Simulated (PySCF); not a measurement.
A structure optimised at ωB97X-D3(BJ)/def2-SVP, used in a PySCF frequency run:

```xyz
8

Si     0.5166     0.5805     0.0000
Cl     1.4085    -0.1601     1.6772
Cl     1.4085    -0.1601    -1.6772
C     -1.3065    -0.0300     0.0000
F     -1.4028    -1.3664     0.0000
F     -1.9555     0.4300    -1.0855
F     -1.9555     0.4300     1.0855
H      0.5427     2.0550     0.0000
```
Charge 0, spin multiplicity 1.

Question: Write its SMILES, formula and point group.

Answer: FC(F)(F)[SiH](Cl)Cl, CHCl₂F₃Si, Cs

Question: What are its rotational constants (standard atomic weights)?

Answer: 1.6723, 1.2338, 0.84818 GHz
